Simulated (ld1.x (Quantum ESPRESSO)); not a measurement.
**I: one change to an ultrasoft potential, before and after**

```
Element                 : iodine
Generator               : ld1.x (Quantum ESPRESSO) 7.5
Type                    : ultrasoft
Functional              : PBE
Relativity              : scalar-relativistic
Frozen core             : [Kr]
Valence charge          : 17
Reference configuration : 4d10 5s2 5p5
Partial waves           : 5s (bound): rcut 1.75, rcutus 1.85 bohr; 5s channel at -0.6 Ry: rcut 1.75, rcutus 1.85 bohr; 5p (bound): rcut 1.70, rcutus 2.15 bohr; 5p channel at 0.35 Ry: rcut 1.70, rcutus 2.15 bohr; 4d (bound): rcut 0.95, rcutus 1.35 bohr; 4d channel at -2.45 Ry: rcut 0.95, rcutus 1.35 bohr
Local potential         : all-electron potential smoothed inside 1.90 bohr (lloc = -1)
Core correction         : a·sin(br)/r model core inside 1.25 bohr
Augmentation charge     : built from norm-conserving waves at rcut, not smoothed further
```

Change: core correction none.

Cutoffs: the cutoffs (Ry, on a coarse ladder) from which the occupation-weighted sum of valence levels, in a spherical-Bessel basis at the reference potential, stays within 10 and 1 mRy of its value at 400 Ry; they do not see the model core or the augmentation charge, which bear on the density cutoff. Errors are all-electron minus pseudo energies relative to the spin-unpolarised reference configuration.

Predict the effect on cutoff, ghosts and configuration errors.

The potential gets neither clearly harder nor softer (90 Ry and 140 Ry → 90 Ry and 140 Ry); the number of tests that count goes from 7 to 6; of the 6 tests that both files solve, the error grows in 0 and shrinks in 2 by more than 15 % and 0.3 meV (median size 16.1 → 9.6 meV); neither file shows a bound ghost at the reference potential, the only one tested.

| quantity | base | changed |
| --- | --- | --- |
| cutoff, loose | 90 Ry | 90 Ry |
| cutoff, tight | 140 Ry | 140 Ry |
| bound ghosts | none | none |
| tests counted (converged, no solver errors) | 7 of 7 | 6 of 7 |
| error for 4d10 5s2 5p4, meV [ΔE 11.13 eV] | -3.0 | -3.1 |
| error for 4d10 5s2 5p3, meV [ΔE 30.98 eV] | -7.4 | -7.9 |
| error for 4d10 5s2 5p2, meV [ΔE 60.31 eV] | -13 | -11 |
| error for 4d10 5s2 5p1, meV [ΔE 99.73 eV] | -19 | -3.9 |
| error for 4d9 5s2 5p6, meV [ΔE 45.86 eV] | -362 | -326 |
| error for 4d9 5s2 5p5, meV [ΔE 58.25 eV] | -330 | -294 |
| s: phases at 2.34 bohr within 0.05 rad from the reference energy up to (Ry; the scan ends near 5) | 4.4 | 4.4 |
| p: phases at 2.34 bohr within 0.05 rad from the reference energy up to (Ry; the scan ends near 5) | to the end of the scan | to the end of the scan |
| d: phases at 2.34 bohr within 0.05 rad from the reference energy up to (Ry; the scan ends near 5) | to the end of the scan | to the end of the scan |
| lowest overlap eigenvalue by channel | s 0.29, p 0.46, d 0.99 | s 0.29, p 0.46, d 0.99 |

Changed file: Tests not counted: 4d10 5s2 5p5.3 (pseudo-atom not self-consistent, printed error +1.2 meV).
